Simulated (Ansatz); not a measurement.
Ansatz (a program for electronic structure) input:
A basis named .json is the Basis Set Exchange file of that set.

Ansatz 0.2 input:
```yaml
crystal:
  periodic: [false, false, false]
  atoms:
    - {symbol: W, position_ang: [-0.00023426, 0.00014543, -0.00022207]}
    - {symbol: O, position_ang: [1.33006556, 0.25058317, -1.23724597]}
    - {symbol: H, position_ang: [2.02477416, 0.37992153, -1.87988999]}
    - {symbol: O, position_ang: [-1.32864565, -0.25146470, 1.23859200]}
    - {symbol: H, position_ang: [-2.01879838, -0.38363149, 1.88555486]}
basis:
  gaussian:
    orbitals: def2-TZVPPD.json
magnetization: {spin_polarized: true, initial_magnetization: 2}
correlation: {method: ccsd_t, electrons: outside_noble_gas}
```

Q: What final total energy does it print?

A: -218.08048 Eh (CCSD(T)/def2-TZVPPD). The basis has 173 functions.

The spin state was set by rule; other spins were not relaxed.
